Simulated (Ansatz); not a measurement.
A nudged elastic band was laid between two geometries of CH$_{8}$AlFN$_{2}$Si (14 atoms, charge 0, multiplicity 1).

Theory: RKS PBE-D4/def2-SVP in Ansatz 0.2.0.

* movable images: 9
* climbing image: yes
* spring: 5.0 eV/Å²
* optimiser: quadratic models (default)
* start path: through a guess of the saddle point
* force threshold: 0.05 eV/Å
* iteration limit: 60
* end points: relaxed

Image 0:

```xyz
14
Properties=species:S:1:pos:R:3
N 1.607 0.577 -0.842
C 0.549 0.101 -0.036
F 0.726 0.437 1.370
Si 0.436 -1.832 -0.023
N -0.693 0.721 -0.405
Al -2.021 1.288 0.689
H 1.667 1.604 -0.804
H 2.513 0.172 -0.584
H -0.609 -2.218 0.983
H 1.759 -2.454 0.346
H 0.027 -2.321 -1.386
H -0.750 0.857 -1.419
H -3.158 2.086 -0.100
H -2.067 0.952 2.241
```

Image 10:

```xyz
14
Properties=species:S:1:pos:R:3
N 1.640 0.644 -0.915
C 0.664 0.328 0.108
F 1.306 0.689 1.342
Si 0.370 -1.580 0.343
N -0.494 1.119 -0.112
Al -2.234 0.877 0.309
H 2.511 0.115 -0.779
H 1.267 0.418 -1.845
H -0.405 -1.946 1.576
H 1.748 -2.179 0.435
H -0.316 -2.143 -0.875
H -0.193 2.052 -0.434
H -3.181 2.131 0.046
H -2.694 -0.556 0.830
```

Question: Which bonds break or form, and what moves?

Answer: No bond is made or broken. The height of N1 over the plane of its neighbours goes from 0.35 to 0.37 Å.

Question: Give the energies along the band, and the barrier.

Answer: The run converged. The highest image is number 7 of 0 to 10, 24.9 kJ/mol above the first end and 10.2 kJ/mol above the last; the last end lies 14.8 kJ/mol above the first. A vibrational analysis at the climbing image gives one clearly imaginary mode, 274i cm⁻¹: a first-order saddle point.

```csv
image,path coordinate (Å),energy (kJ/mol),height of N1 over the plane of its neighbours (Å)
0,0.00,0.0,0.35
1,0.37,0.4,0.35
2,0.74,1.5,0.35
3,1.12,3.9,0.35
4,1.49,8.7,0.36
5,1.86,15.9,0.37
6,2.23,22.5,0.38
7,2.61,24.9,0.39
8,3.49,18.8,0.38
9,4.37,16.0,0.37
10,5.25,14.8,0.37
```

Question: What is the geometry of the highest image?

Answer: 
```xyz
14
Properties=species:S:1:pos:R:3
N 1.594 0.664 -0.993
C 0.570 0.252 -0.042
F 1.016 0.696 1.258
Si 0.400 -1.670 0.144
N -0.670 0.887 -0.351
Al -2.186 1.019 0.635
H 2.391 1.031 -0.458
H 1.944 -0.126 -1.548
H -0.772 -2.007 1.021
H 1.664 -2.251 0.717
H 0.185 -2.247 -1.231
H -0.506 1.568 -1.104
H -3.249 2.069 0.074
H -2.395 0.085 1.906
```

Question: What are the harmonic wavenumbers there?

Answer: 274i, 77, 125, 165, 170, 214, 245, 372, 395, 446, 503, 573, 586, 616, 629, 635, 731, 770, 823, 847, 875, 905, 912, 1052, 1181, 1217, 1304, 1551, 1895, 1915, 2154, 2170, 2187, 3424, 3442, 3513 cm⁻¹.

Time of the run: 5.4 min on 2 threads of AMD EPYC 9R45 96-Core Processor (Zen 5) (shared host), peak memory 0.21 GiB.
